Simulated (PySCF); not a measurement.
## Ionisation energy of Br⁺ by level of theory

Br⁺ [Ar] 3d10 4s2 4p4 [4p1/2^2 4p3/2^2, M_J = 2] → Br²⁺ [Ar] 3d10 4s2 4p3 [4p1/2^2 4p3/2^1, M_J = 3/2], as a difference of total energies. All numbers are calculated (PySCF 2.14, the two-component X2C-1e Hamiltonian, in x2c-TZVPall-2c). Correlated levels: [Ne] frozen. "Screened" scales the spin-orbit matrix elements by Boettger's factors to mimic the two-electron term; Breit and QED terms are absent.

```json
{"method": "GHF (spin-free)", "ionisation energy (eV)": "20.115", "error (eV)": "-1.476"}
{"method": "GMP2 (spin-free)", "ionisation energy (eV)": "21.025", "error (eV)": "-0.566"}
{"method": "GHF (screened spin-orbit)", "ionisation energy (eV)": "20.298", "error (eV)": "-1.293"}
{"method": "GMP2 (screened spin-orbit)", "ionisation energy (eV)": "21.199", "error (eV)": "-0.392"}
```

Reference: 21.591 eV (measured; NIST Atomic Spectra Database, ionization energies).

The spin-free rows relax to the high-spin LS determinant and lack the spin-orbit shift.

Errors of the correlated levels include the incompleteness of this basis and the frozen core.

The labels give the starting determinants; with spin-orbit coupling the two ends relaxed to ⟨J²⟩ = 6.02, ⟨L²⟩ = 2.11, ⟨S²⟩ = 1.96 and ⟨J²⟩ = 3.75, ⟨L²⟩ = 0.02, ⟨S²⟩ = 3.72.
